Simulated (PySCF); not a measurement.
**UHF on F⁻ (fluorine, charge -1)**

Configuration: [Ne], closed-shell 1S. Computed with PySCF 2.14 in aug-cc-pVQZ, with no relativity, point nucleus.

```
Total energy                                     : -99.457462 hartree
One-electron energy                              : -144.0179 hartree
Hartree (Coulomb) energy                         : 54.8340 hartree
Exchange energy                                  : -10.2736 hartree
Kinetic energy                                   : 99.45114 hartree
⟨S²⟩                                             : 0.0000
⟨L²⟩                                             : 0.000
Sum of ⟨r⟩                                       : 9.957 bohr
Sum of ⟨r²⟩                                      : 15.98 bohr²
Density at the nucleus (Gaussians lack the cusp) : 439 bohr⁻³
Langevin diamagnetic susceptibility              : -12.7 ×10⁻⁶ cm³/mol
```

```json
{"shell": "1s", "electrons": "2", "mean orbital energy (hartree)": "-25.83067", "rms radius, mean of both spins (bohr)": "0.204"}
{"shell": "2s", "electrons": "2", "mean orbital energy (hartree)": "-1.07494", "rms radius, mean of both spins (bohr)": "1.15"}
{"shell": "2p", "electrons": "6", "mean orbital energy (hartree)": "-0.18098", "rms radius, mean of both spins (bohr)": "1.49"}
```
